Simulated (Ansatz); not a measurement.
`BI`, 4 atoms. Charge 0, multiplicity 1. Correlated methods include outer-core shells of I, which these sets cover unevenly. I takes the def2 core potential. All runs use 4 threads of an Arm Neoverse V1 on a shared host. Correlated methods freeze the cores. Open-shell runs search over several starts.

(1) Give the basis size and wall time and peak host memory of each of these runs in Ansatz. RKS ωB97M-V/def2-SVP energy; RKS ωB97M-V/def2-QZVPP energy; UKS ωB97M-V/def2-TZVPP energy of the cation; RKS SPW92 (LDA)/def2-TZVPP energy; RKS PBE0-D4/def2-SVP energy; UKS PBE0-D4/def2-TZVPP energy of the cation; RHF-CCSD(T)/def2-TZVPP energy; UKS ωB97X-V/def2-TZVPP energy of the cation; UKS PBE-D4/def2-TZVPP energy of the cation; RKS r2SCAN-D4/def2-TZVPP energy and forces; RKS ωB97X-V/def2-TZVPP energy; UHF-CCSD(T)/def2-TZVPP energy of the cation. (Estimate.)

## Answers

(1) The calculation gave: Other jobs shared the machine, so times are rough.

| level | job | functions | wall time | peak host memory (GiB) |
| --- | --- | --- | --- | --- |
| RKS PBE0-D4/def2-SVP | energy | 50 | 0.35 s | 0.06 |
| RKS SPW92 (LDA)/def2-TZVPP | energy | 109 | 0.35 s | 0.09 |
| RKS ωB97M-V/def2-SVP | energy | 50 | 1.1 s | 0.12 |
| UKS PBE0-D4/def2-TZVPP | energy of the cation | 109 | 1.1 s | 0.17 |
| RKS r2SCAN-D4/def2-TZVPP | energy and forces | 109 | 1.4 s | 0.11 |
| RKS ωB97X-V/def2-TZVPP | energy | 109 | 1.7 s | 0.18 |
| UKS PBE-D4/def2-TZVPP | energy of the cation | 109 | 1.8 s | 0.16 |
| RHF-CCSD(T)/def2-TZVPP | energy | 109 | 2.2 s | 0.37 |
| RKS ωB97M-V/def2-QZVPP | energy | 199 | 3.7 s | 0.39 |
| UKS ωB97X-V/def2-TZVPP | energy of the cation | 109 | 6.5 s | 0.34 |
| UHF-CCSD(T)/def2-TZVPP | energy of the cation | 109 | 7.5 s | 0.71 |
| UKS ωB97M-V/def2-TZVPP | energy of the cation | 109 | 8.5 s | 0.34 |
